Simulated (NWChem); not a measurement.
System: PbIF, singlet; SMILES [F][Pb][I]

```xyz
3

Pb     0.2143     1.0049     0.0000
F     -1.7727     1.5343     0.0000
I     -0.0305    -1.8153     0.0000
```
Atoms are numbered in this order, from 1.

Results from NWChem. Low-valent species are run as closed-shell singlets; no triplet was tried in these runs. The geometry was optimised at PBE0/def2-SVP. def2 effective core potentials on I, Pb; no spin-orbit coupling. Ions are spin-unrestricted doublets at the neutral geometry; other ion states weren't tried.

| level | vertical ionisation energy, ΔSCF (eV) | −ε(HOMO) (eV) | ΔSCF minus −ε(HOMO) (eV) |
|---|---|---|---|
| B3LYP/def2-SVP | (withheld) | (withheld) | (withheld) |
| PBE/def2-SVP | 9.34 | 6.20 | 3.14 |
| CAM-B3LYP/def2-SVP | 9.92 | 8.48 | 1.44 |
| BHandHLYP/def2-SVP | 9.43 | 8.25 | 1.18 |

**Question.** What belongs in the gaps?

**Answer.** 
- B3LYP/def2-SVP, vertical ionisation energy, ΔSCF (eV): 9.49
- B3LYP/def2-SVP, −ε(HOMO) (eV): 7.05
- B3LYP/def2-SVP, ΔSCF minus −ε(HOMO) (eV): 2.44
